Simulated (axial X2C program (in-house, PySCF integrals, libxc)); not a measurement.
**Which molecule has these constants?**

Calculated with an axial X2C code built on PySCF integrals, spin-free (one-electron X2C) or two-component (2c: spin–orbit coupling with atomic mean-field Coulomb and Gaunt terms, which also bring small scalar terms), in Dyall basis sets with cores contracted in-house; open shells are unrestricted.

A two-component CCSD(T) calculation in a Dyall 3-zeta basis gave Re = 2.755 Å, ωe = 251.2 cm⁻¹, De = 2.96 eV, Ω = 0.

Question: Which molecule is it?
A. NaI
B. LiI
C. HI

Answer: A. The others have HI 1.615 Å and 2301.7 cm⁻¹ (Ω = 0); LiI 2.424 Å and 484.6 cm⁻¹ (Ω = 0).

Frozen shells (counts by l): NaI I 4s3p2d, Na 2s1p, 8 electrons correlated; HI I 4s3p2d, H none, 8 electrons correlated; LiI I 4s3p2d, Li 1s, 8 electrons correlated. Coupled cluster in natural virtuals with an MP2 remainder. Where the outer core of a metal is frozen, bonds come out longer and ionisation energies lower.

Each entry is the lowest single determinant of a limited PBE0 search at one distance. De goes to single-determinant-based atoms at the same level (for ions the charge split of lowest energy) and is withheld (n/a) where an atom does not fit its ground term or J level. Main or longest-lived isotopes.
